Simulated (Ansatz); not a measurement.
Cost and result for the atomization energy of CH7BFNSn (12 atoms, 11 bonds).

```xyz
12

B    -0.4334    1.0317   -0.1514
C     0.4743    0.2222   -1.0584
N     0.1379   -0.7579   -1.8768
F     1.7841    0.4152   -1.0864
Sn   -0.1287   -0.1502    1.7885
H    -1.6014    0.8824   -0.4079
H    -0.0159    2.1276    0.1060
H     0.8355   -1.3260   -2.3294
H    -0.8324   -1.0060   -1.9576
H    -1.1305    0.5116    3.0074
H     1.4846   -0.1475    2.3730
H    -0.5742   -1.8031    1.5930
```

Charge 0, multiplicity 1. Correlated methods include outer-core shells of Sn, which these sets cover unevenly. Sn: def2 effective core potential. The bonds changed during the relaxation, so this is another structure than the one it started from. Geometry: relaxed with PBE0-D4/def2-TZVP. It is one conformer, not always the lowest. Program: Ansatz. All runs use 4 threads of an Arm Neoverse V2 on a shared host. Times are those of one run each, without the atoms' runs, and a repeat can differ threefold. Electronic energies, without spin–orbit coupling; frozen cores. CCSD(T)/CBS adds CCSD(T) − MP2 in def2-TZVPP to the MP2 limit, and its time is that of the two runs behind it. T1 = 0.014. With those shells the extrapolation isn't a true limit. B3LYP takes the VWN-RPA correlation (the form of Gaussian; ORCA's B3LYP/G).

CCSD(T)/CBS is a level of theory with its own doubt, some kJ/mol a heavy atom from the limit and from the frozen cores, so smaller differences don't rank the functionals.

```tsv
level	functions	wall time
PBE-D4/def2-TZVPP (with forces)	272	2.4 s
PBE0-D4/def2-TZVPP	272	2.9 s
r2SCAN-D4/def2-TZVPP (with forces)	272	4.5 s
B3LYP-D4/def2-TZVPP (with forces)	272	4.7 s
B2PLYP/def2-TZVPP	272	6 s
ωB97X-V/def2-TZVPP	272	8 s
ωB97M-V/def2-TZVPP (with forces)	272	12 s
MP2/def2-QZVPP	520	28 s
CCSD(T)/def2-TZVPP	272	6.3 min
CCSD(T)/CBS(def2)	–	6.8 min
```

Q: What atomization energy does each give, and how far from CCSD(T)/CBS? (Best estimate.)

A: Computed: 
```
                             level  atomization (kcal/mol)  difference from CCSD(T)/CBS  per bond
   PBE-D4/def2-TZVPP (with forces)                   950.9                         25.2       2.3
                PBE0-D4/def2-TZVPP                   930.3                          4.6       0.4
r2SCAN-D4/def2-TZVPP (with forces)                   932.9                          7.2       0.7
 B3LYP-D4/def2-TZVPP (with forces)                   930.7                          5.0       0.5
                 B2PLYP/def2-TZVPP                   915.8                         -9.9      -0.9
                ωB97X-V/def2-TZVPP                   932.5                          6.8       0.6
  ωB97M-V/def2-TZVPP (with forces)                   931.1                          5.4       0.5
                    MP2/def2-QZVPP                   922.3                         -3.4      -0.3
                CCSD(T)/def2-TZVPP                   901.6                        -24.1      -2.2
                 CCSD(T)/CBS(def2)                   925.7                          0.0       0.0
```

In def2-TZVPP, CCSD(T) changes the Hartree–Fock value by +252.6 kcal/mol (the triples alone add +15.8 kcal/mol) and MP2 by +259.1 kcal/mol; breaking electron pairs costs correlation energy, which Hartree–Fock lacks. The D4 term adds +9.5 kcal/mol with B3LYP and +5.0 kcal/mol with PBE0; it sums over pairs of atoms, weighted by their polarisabilities, and B3LYP, whose exchange is more repulsive, gets the larger term. From PBE to PBE0 (25 % exact exchange), in def2-TZVPP and without D4, the atomization energy moves by −19.7 kcal/mol: exact exchange takes away binding that semilocal exchange gives to molecules.

Spin–orbit coupling would lower the free Sn atoms strongly, and the atomization energy with them, by more than many differences here. For some Ge, Se and Sn compounds the MP2-based and the directly extrapolated limit differ by 10 to 25 kJ/mol.
